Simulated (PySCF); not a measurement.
PBE0 on Cu⁻ (copper, charge -1), [Ar] 3d10 4s2, closed-shell 1S. Computed with PySCF 2.14 in aug-cc-pVDZ-DK (7s6p4d2f, 59 functions), with scalar relativity by spin-free X2C-1e.

```
cycle= 1 E= -1654.54388503273  delta_E= -0.00239  |g|= 0.355  |ddm|= 0.431
cycle= 2 E= -1654.41942596955  delta_E= 0.124  |g|= 0.914  |ddm|= 0.586
cycle= 3 E= -1654.56519855765  delta_E= -0.146  |g|= 0.00624  |ddm|= 0.428
cycle= 4 E= -1654.56518632491  delta_E= 1.22e-05  |g|= 0.0105  |ddm|= 0.0185
cycle= 5 E= -1654.56521166311  delta_E= -2.53e-05  |g|= 1.4e-05  |ddm|= 0.00693
cycle= 6 E= -1654.56521166349  delta_E= -3.85e-10  |g|= 2.05e-06  |ddm|= 0.000306
converged SCF energy = -1654.56521166349  <S^2> = -3.0198066e-14  2S+1 = 1
```

Highest occupied orbital energy: 0.472 eV; ⟨L²⟩ = 0.00; populations by l: s 8.00, p 12.00, d 10.00, f 0.00.

(1) Can this result be used?

## Answers

(1) With care. Self-consistency was reached. At PBE0 the highest occupied level has a positive energy, so only the finite basis holds that electron; in a semilocal or global hybrid functional this comes from self-interaction and does not mean that the real anion is unbound.
